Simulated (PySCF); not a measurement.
Compound: C7H9 (doublet state).
Z-matrix (Å and degrees, GFN2-xTB geometry), rows numbered from 1:
```
C 
C   1  1.3453
C   2  1.4269  1  127.24
C   3  1.4350  2  120.46  1    -5.33
C   4  1.3390  3  126.25  2   152.04
C   3  1.4293  2  117.07  1   175.87
C   6  1.3431  3  127.03  2   159.96
H   1  1.0756  2  122.91  3    -0.55
H   1  1.0759  2  120.84  3   179.70
H   2  1.0843  1  117.57  3   179.23
H   4  1.0833  3  115.61  2   -25.36
H   5  1.0762  4  122.18  3    -3.08
H   5  1.0766  4  121.25  3   179.65
H   6  1.0849  3  115.15  2   -16.16
H   7  1.0764  6  121.01  3  -178.89
H   7  1.0757  6  122.25  3    -1.60
```

The hyperfine couplings belong to this conformer and change with its torsions.

The species is `[CH2]C=C(C=C)C=C` [radical].

The calculation used PySCF 2.14.0, UKS B3LYP, pcH-1 on C H, non-relativistic, mean-field spin-orbit, GIAO. The structure is a single GFN2-xTB conformer in the gas phase; no vibrational or solvent corrections. Couplings are sensitive to structure, and on GFN2-xTB geometries they can be far from those on DFT ones. The frame is twisted about the C3–C4 bond at this geometry (dihedral C2–C3–C4–H11 = -25°); couplings at other torsion angles weren't computed. No stability test was run, so a lower SCF solution isn't excluded. ⟨S²⟩ is 0.790 where a pure state has 0.75.

Principal values of hyperfine tensors in MHz (contact and dipolar terms together), for some of the nuclei:

| atom | isotope | A1 | A2 | A3 |
| --- | --- | --- | --- | --- |
| C3 | 13C | 8.35 | 9.64 | 132.42 |
| C2 | 13C | -60.81 | -28.72 | -24.43 |
| C6 | 13C | -58.26 | -27.54 | -23.56 |
| C1 | 13C | 2.40 | 3.91 | 97.62 |
| C7 | 13C | 2.46 | 3.81 | 90.56 |
| H9 | 1H | -42.02 | -26.59 | -10.48 |
| H8 | 1H | -38.62 | -26.18 | -11.01 |
| C5 | 13C | 3.28 | 4.31 | 66.49 |

Q: Split each tensor into its isotropic and traceless parts, and turn a_iso into mT with g = 2.0026.

A: a_iso is a third of the trace, T = A − a_iso, and a(mT) = a(MHz)/(g × 13.996).

| atom | a_iso (MHz) | a_iso (mT) | T1 | T2 | T3 |
| --- | --- | --- | --- | --- | --- |
| C3 | 50.13 | 1.789 | -41.78 | -40.50 | 82.28 |
| C2 | -37.99 | -1.355 | -22.83 | 9.27 | 13.56 |
| C6 | -36.46 | -1.301 | -21.81 | 8.91 | 12.89 |
| C1 | 34.64 | 1.236 | -32.25 | -30.73 | 62.98 |
| C7 | 32.28 | 1.152 | -29.82 | -28.47 | 58.29 |
| H9 | -26.36 | -0.940 | -15.66 | -0.22 | 15.88 |
| H8 | -25.27 | -0.902 | -13.34 | -0.91 | 14.26 |
| C5 | 24.69 | 0.881 | -21.41 | -20.39 | 41.80 |

Q: What spin density at the nucleus of H8 lies behind its contact coupling (g_N = 5.58569)?

A: a_FC = 800.24 MHz bohr³ × g_N × ρ(0)/(2S). With a_FC = -25.27 MHz and 2S = 1, ρ(0) = -0.005654 bohr⁻³. In magnitude that is 1.8 % of the 1/π = 0.318 of a free hydrogen atom.

Q: C4 (13C, g_N = 1.40482) isn't in the table. Its spin density at the nucleus is -0.0273 bohr⁻³. What is its contact coupling?

A: By the same relation, a_FC = -30.7 MHz. Its full tensor has the principal values -48.19, -23.62, -20.26 MHz.

Q: Which nucleus of the table has the largest anisotropic coupling, and what is its form?

A: C3: -41.8, -40.5, 82.3 MHz, axial, in the ratio −1:−1:+2, the form that spin in one p orbital centred on that nucleus gives.

Q: In a single crystal, with the field along each principal axis of the tensor of C3 in turn, what first-order splitting does this nucleus give (isotropic g, quadrupole terms neglected)?

A: 2 lines (I = 1/2), spaced by |A_i|/(g × 13.996): 0.30, 0.34, 4.72 mT along the axes of A1, A2 and A3.
